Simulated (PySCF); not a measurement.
# Partial charges of `CC(=O)[SiH2]SC(=C=O)C=O`

Compound: C5H6O3SSi.
Cartesian coordinates in Å at the GFN2-xTB level; atoms count from 1:
```
atom  x, y, z in Å
C1     2.7818    0.7265   -0.3068
C2     2.3077   -0.6948   -0.3457
O3     3.0454   -1.6394   -0.4870
Si4    0.4159   -1.0383   -0.2045
S5    -0.3998    0.6412    0.8969
C6    -2.1465    0.3374    0.6286
C7    -2.7065   -0.2666    1.6479
O8    -3.1383   -0.8047    2.5700
C9    -2.7722    0.8063   -0.5921
O10   -3.9224    0.6455   -0.9025
H11    3.8654    0.7802   -0.3788
H12    2.4403    1.1903    0.6173
H13    2.3272    1.2725   -1.1319
H14   -0.2068   -1.0267   -1.5242
H15    0.1504   -2.2616    0.5383
H16   -2.0493    1.3412   -1.2342
```

Density: PBE0/pcSseg-1 (PySCF); schemes: Mulliken, IAO, Hirshfeld and ESP-fitted. Geometry: GFN2-xTB, one conformer, isolated molecule.

**Question.** Give the atomic charges in each scheme.

**Answer.** In e; atoms taken as equivalent share a row and are averaged (×n: the atom named and its like, n in all):

```tsv
atom	environment	Mulliken	IAO	Hirshfeld	ESP-fitted
C1	methyl carbon next to a carbonyl	-0.271	-0.476	-0.125	-0.641
C2	carbonyl carbon	-0.051	+0.159	+0.091	+0.663
O3	carbonyl oxygen	-0.327	-0.369	-0.212	-0.477
Si4	SiH2 silicon	+0.586	+0.629	+0.309	+0.152
S5	sulfur bonded to C and Si	-0.142	-0.112	-0.050	-0.278
C6	outer carbon of cumulated double bonds	-0.718	-0.368	-0.091	-0.257
C7	central carbon of a ketene	+0.600	+0.500	+0.235	+0.579
O8	oxygen bonded to C	-0.213	-0.227	-0.097	-0.265
C9	aldehyde carbon	+0.420	+0.251	+0.101	+0.419
O10	aldehyde oxygen	-0.351	-0.406	-0.242	-0.446
H11/H12/H13	methyl hydrogen	+0.150	+0.169	+0.055	+0.186
H14/H15	Si–H hydrogen	-0.030	-0.099	-0.063	-0.020
H16	formyl hydrogen	+0.079	+0.111	+0.039	+0.033
```

Mean size of the charges over all atoms: ESP-fitted 0.300 e, IAO 0.270 e, Mulliken 0.267 e, Hirshfeld 0.118 e. Each set sums to the total charge, 0, to within 0.001 e. The Mulliken scheme gives each basis function's population to the atom it is centred on and halves the overlap population of two atoms between them.

Some averages cover members that differ in this geometry: H11/H12/H13, ESP-fitted +0.169 to +0.206 e.

Lowest charge. The schemes don't all agree: Mulliken C6 (-0.718); IAO C1 (-0.476); Hirshfeld O10 (-0.242); ESP-fitted C1 (-0.641).

Highest charge. The schemes don't all agree: Mulliken C7 (+0.600); IAO Si4 (+0.629); Hirshfeld Si4 (+0.309); ESP-fitted C2 (+0.663).

**Question.** How closely do the schemes follow one another over all atoms?

**Answer.** Correlation coefficient and root-mean-square difference: IAO with Hirshfeld 0.97, 0.180 e; Mulliken with IAO 0.92, 0.129 e; Mulliken with Hirshfeld 0.87, 0.227 e; IAO with ESP-fitted 0.84, 0.196 e; Hirshfeld with ESP-fitted 0.81, 0.264 e; Mulliken with ESP-fitted 0.72, 0.263 e.

**Question.** How many electrons does the ESP-fitted scheme count on C9?

**Answer.** Z − q = 6 − (+0.419) = 5.581.

**Question.** Sum the charges by element, for elements with more than one atom.

**Answer.** 
```
element  atoms  Mulliken     IAO  Hirshfeld  ESP-fitted
      C      5    -0.019  +0.067     +0.211      +0.763
      O      3    -0.892  -1.002     -0.551      -1.188
      H      6    +0.468  +0.419     +0.080      +0.551
```
